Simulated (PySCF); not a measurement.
Electron correlation in Al (aluminium, neutral)

[Ne] 3s2 3p1, 2P determinant. Computed with PySCF 2.14 in aug-cc-pwCVTZ, with the non-relativistic Hamiltonian (point nucleus). Frozen: 1s2; 11 electrons correlated.

| level | correlation energy (mhartree) |
| --- | --- |
| CCSD | -302.75 |
| (T) | -4.30 |
| CCSD(T) | -307.05 |

Diagnostics: T1 = 0.012, D1 = 0.0474, largest double amplitude 0.056.

Cost of the coupled-cluster step: roughly 23 core-seconds, for 11 correlated electrons.
